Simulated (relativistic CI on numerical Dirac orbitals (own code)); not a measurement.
Sn20+: q coefficients and field-shift factors

Calculated at this level of theory: Dirac-Coulomb-Breit CI, orbitals from a KLI potential per configuration, derivatives by finite differences, unscaled Slater integrals, QED left out (own radial code, finite nucleus).

Configuration list (outside the closed core [Ar] 3d10): 4s², 4s4p, 4p², 4s4d, 4d², 4s4f, 4p4d, 4f². Levels of other configurations are missing.

With x = (α/α₀)² − 1 an excitation energy changes as ω = ω₀ + qx; K = 2q/ω₀ is the relative enhancement. Terms are leading LS components, so labels can repeat. The field-shift factor is F = δν/δ⟨r²⟩ for the transition from the lowest level.

Lowest level 4s² ¹S0.

```
    Level  ω₀ (cm⁻¹)  q (cm⁻¹)      K  F (GHz/fm²)
4s4p ³P°0     311863     20500  0.131         -118
4s4p ³P°1     330373     32180  0.195         -119
4s4p ³P°2     403234    119600  0.593         -121
4s4p ¹P°1     495346    111000  0.448         -123
  4p² ³P0     728302     52630  0.145         -241
  4p² ³P1     797617    143700   0.36         -244
  4p² ¹D2     801232    143100  0.357         -236
  4p² ³P2     886901    236300  0.533         -239
  4p² ¹S0     951055    234800  0.494         -244
 4s4d ³D1    1026597    128100  0.249         -119
 4s4d ³D2    1032738    133800  0.259         -120
 4s4d ³D3    1043641    145200  0.278         -119
 4s4d ¹D2    1119693    147100  0.263         -134
```

At this charge energies of transitions that change n are usually good to better than 1 %, and those within a shell (Δn = 0) to a few per cent.
